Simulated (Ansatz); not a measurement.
One change: `S[SiH2][GeH3]` becomes `O[SiH2][GeH3]`.

Ansatz, PBE0-D4/def2-TZVP geometries, multiplicity 1. Each molecule was computed in one conformer, which needn't be the lowest.

Scalar relativity is left out up to krypton.

| property | `S[SiH2][GeH3]` |
| --- | --- |
| LUMO energy (ωB97M-V/def2-TZVPP) / eV | 1.50 |
| HOMO energy (PBE0/def2-TZVPP) / eV | -7.32 |
| HOMO energy (ωB97M-V/def2-TZVPP) / eV | -9.41 |
| HOMO energy (PBE/def2-TZVPP) / eV | -6.16 |
| LUMO energy (B3LYP/def2-TZVPP) / eV | -0.44 |
| HOMO–LUMO gap (ωB97M-V/def2-TZVPP) / eV | 10.92 |

What does the change do to each property? (Best estimate.)

Ansatz gave: 
| property | `O[SiH2][GeH3]` | shift |
| --- | --- | --- |
| LUMO energy (ωB97M-V/def2-TZVPP) / eV | 1.35 | -0.15 |
| HOMO energy (PBE0/def2-TZVPP) / eV | -8.08 | -0.76 |
| HOMO energy (ωB97M-V/def2-TZVPP) / eV | -10.13 | -0.72 |
| HOMO energy (PBE/def2-TZVPP) / eV | -6.93 | -0.77 |
| LUMO energy (B3LYP/def2-TZVPP) / eV | -0.54 | -0.10 |
| HOMO–LUMO gap (ωB97M-V/def2-TZVPP) / eV | 11.49 | 0.57 |

With PBE0 the HOMO falls by 0.76 eV and the LUMO falls by 0.05 eV, so the gap widens by about 0.71 eV. PBE moves the HOMO by -0.77 eV and ωB97M-V by -0.72 eV.

B3LYP here is the variant with VWN-RPA as its local correlation; programs differ in this.
